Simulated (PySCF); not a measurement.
F3Ge, SMILES [F][Ge]([F])[F] (connectivity only; charge and spin as stated), charge +1, multiplicity 1. Atoms are numbered in the order given.

```xyz
4

F      1.6609     0.0000     0.0000
Ge     0.0000     0.0000     0.0000
F     -0.8304     1.4383     0.0000
F     -0.8304    -1.4383     0.0000
```
Charge +1, spin multiplicity 1.

Coordinates come from a PBE0-D3(BJ)/def2-SVP optimisation. The multiplicity is an assumed one; other spin states were not compared. The isomer is the one that the SMILES or the coordinates give; other isomers of the formula were not compared.

Calculation: PBE0-D3(BJ)/def2-SVP (PySCF 2.14.0).

Frequencies are harmonic and unscaled.

Modes within 1.5 cm⁻¹ of each other (mostly degenerate sets) share a row, with their intensities summed.

Computed harmonic wavenumbers and intensities:
```json
[
 {"mode": "1–2", "ν (cm⁻¹)": "212", "IR (km/mol)": "58.2", "moving atoms (share of kinetic energy)": "F 84 %, Ge 16 %"},
 {"mode": "3", "ν (cm⁻¹)": "218", "IR (km/mol)": "50.9", "moving atoms (share of kinetic energy)": "F 56 %, Ge 44 %"},
 {"mode": "4", "ν (cm⁻¹)": "761", "IR (km/mol)": "0.0", "moving atoms (share of kinetic energy)": "F 100 %"},
 {"mode": "5–6", "ν (cm⁻¹)": "892", "IR (km/mol)": "119.7", "moving atoms (share of kinetic energy)": "F 72 %, Ge 28 %"}
]
```
